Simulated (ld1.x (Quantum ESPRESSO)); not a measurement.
# Logarithmic derivatives: lithium, PAW

* Element: lithium
* Generator: ld1.x (Quantum ESPRESSO) 7.5
* Type: PAW
* Functional: LDA (PZ)
* Relativity: scalar-relativistic
* Frozen core: none
* Valence charge: 3
* Reference configuration: 1s2 2s0.75 2p0.25
* Partial waves: 1s (bound): rcut 0.90, rcutus 1.15 bohr; 2s (bound): rcut 0.90, rcutus 1.15 bohr; 2p (bound): rcut 4.30, rcutus 4.65 bohr; 2p channel at 4.55 Ry: rcut 4.30, rcutus 4.65 bohr; 3d channel at -0.1 Ry: rcut 3.65, rcutus 3.85 bohr
* Local potential: all-electron potential smoothed inside 2.25 bohr (lloc = -1)
* Core correction: none
* Augmentation charge: PSQ, inside the norm-conserving radii

The phase is arctan(r·u′/u) with u = r·R(r), unwrapped; energies in Ry, scanned from -6 to 5 Ry. A pole is an energy at which the radial function vanishes at the test radius. The pseudo phase is shifted by a multiple of π to meet the all-electron one at the reference energy, and phase errors are pseudo minus all-electron; the curves can meet again beyond the range given. Levels narrower than the energy grid can be missing from the lists of poles.

Question: For each channel, where are the poles, and over which energies does the pseudopotential scatter like the atom?

Answer:

```
channel  radius (bohr)  reference energy (Ry)  poles, all-electron      poles, pseudo  unbroken range about the reference energy with phases within 0.05 rad  phase error 1 Ry above the reference energy (rad)
      s           5.05                  -0.22    -0.04, 1.47, 3.90  -0.04, 1.48, 3.93                                                              below 2.5                                             +0.002
      p           5.05                  -0.09     0.14, 1.41, 3.51   0.15, 2.31, 3.97                                                              below 0.3                                             +1.191
      d           5.05                  -0.10           0.82, 2.60               0.97                                                            -0.9 to 0.3                                             +0.058
```

The ghost test of this file was not conclusive. Its overlap operator is not positive definite in a basis up to 400 Ry (lowest eigenvalue d -3.64), so the file is unfit for use: the generalised eigenproblem breaks down once the basis is large enough, and its test numbers describe a broken file.

Phases in the p channel:

```
E (Ry)  all-electron  pseudo
 -6.00         1.489   1.489
 -5.74         1.487   1.487
 -5.48         1.485   1.485
 -5.22         1.483   1.483
 -4.96         1.481   1.481
 -4.70         1.478   1.478
 -4.44         1.475   1.475
 -4.18         1.472   1.472
 -3.92         1.469   1.469
 -3.66         1.465   1.465
 -3.40         1.461   1.461
 -3.14         1.457   1.456
 -2.88         1.451   1.451
 -2.62         1.445   1.445
 -2.36         1.438   1.438
 -2.10         1.429   1.429
 -1.84         1.419   1.419
 -1.58         1.406   1.405
 -1.32         1.388   1.388
 -1.06         1.363   1.363
 -0.80         1.325   1.325
 -0.54         1.250   1.251
 -0.28         1.001   1.006
 -0.02        -1.158  -1.154
  0.24        -1.687  -1.657
  0.50        -2.039  -1.860
  0.76        -3.943  -2.330
  1.02        -4.537  -3.915
  1.28        -4.672  -4.427
  1.54        -4.750  -4.569
  1.80        -4.830  -4.638
  2.06        -4.979  -4.681
  2.32        -5.880  -4.714
  2.58        -7.515  -4.743
  2.84        -7.717  -4.774
  3.10        -7.790  -4.816
  3.36        -7.833  -4.904
  3.62        -7.868  -6.309
  3.88        -7.901  -7.806
  4.14        -7.943  -7.915
  4.40        -8.013  -8.008
  4.66        -8.212  -8.204
  4.92        -9.886  -9.432
```
